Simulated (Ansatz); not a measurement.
This geometry of C3H7B (11 atoms, charge 0, multiplicity 1) is a first-order saddle point.

The calculation used RKS BHLYP-D4/def2-SVPD (Ansatz 0.2.0).

```xyz
11
Properties=species:S:1:pos:R:3
B -0.362 1.688 0.063
C -0.080 0.337 -0.030
C 0.305 -0.390 1.240
C -0.118 -0.498 -1.294
H -0.594 2.833 0.184
H 0.316 0.257 2.119
H 1.303 -0.832 1.143
H -0.396 -1.207 1.442
H 0.586 -0.141 -2.049
H 0.150 -1.532 -1.068
H -1.110 -0.515 -1.751
```

**Question.** Which two structures does it join? (They come from a converged band through this point; their orientation in space is the band's.)

**Answer.** No bond is made or broken. The dihedral C3–C2–C4–H11 goes from 59 to -180°. The two ends are copies of one structure, up to a mirror image or an exchange of like atoms.

Initial state:

```xyz
11
Properties=species:S:1:pos:R:3
B -0.166 1.725 0.003
C -0.034 0.347 0.001
C 0.170 -0.442 1.268
C -0.082 -0.462 -1.270
H -0.279 2.893 0.004
H 0.198 0.183 2.162
H 1.110 -1.003 1.226
H -0.636 -1.173 1.400
H -0.231 0.150 -2.161
H 0.848 -1.024 -1.404
H -0.897 -1.193 -1.229
```

Final state:

```xyz
11
Properties=species:S:1:pos:R:3
B -0.410 1.683 0.037
C -0.082 0.339 0.009
C 0.337 -0.414 1.245
C -0.122 -0.468 -1.264
H -0.687 2.824 0.060
H 0.352 0.209 2.140
H 1.339 -0.837 1.116
H -0.344 -1.252 1.434
H 0.864 -0.892 -1.481
H -0.819 -1.308 -1.165
H -0.429 0.117 -2.132
```

**Question.** How far does it lie above each of them?

**Answer.** 0.121 eV above the first and 0.121 eV above the second. This is the barrier of this one path; another mechanism may lie lower.

Time of the run: 2.6 min on 2 threads of Intel(R) Xeon(R) Platinum 8259CL CPU @ 2.50GHz (Skylake/Cascade Lake) (shared host), peak memory 0.34 GiB.
